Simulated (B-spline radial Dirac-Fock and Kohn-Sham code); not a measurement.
**Tl⁷⁰⁺: eigenvalues, ΔSCF and the reference**

System: the Tl⁷⁰⁺ ion, [Ne] 3s1.

The density-functional columns are spherical, spin-unpolarised Dirac-Kohn-Sham results without Breit or QED terms: −ε is minus the orbital energy of the initial state and ΔSCF the difference of two total energies. The reference in the last column comes from Dirac-Fock ΔSCF + Breit + QED. All numbers are from a B-spline atomic structure program, in eV; a selection of levels is shown. For the 1s level of heavy atoms much of the gap between ΔSCF and the reference is the Breit and QED part, -465.1 eV here; for other levels the error of the functional can be larger.

```
level   LDA −ε  LDA ΔSCF  Dirac-Fock
   L2  20860.4   21073.1     20988.8
   L3  18727.3   18911.7     18876.4
   M1   8829.1    8894.2      8880.3
```

For the outermost level NIST gives 8880 ± 60 eV (theoretical); the differences from it are LDA −ε -50.89, LDA ΔSCF +14.21, Dirac-Fock +0.30 eV.

Values without a named source are computed, but for edge energies of neutral atoms, which are taken from tables.
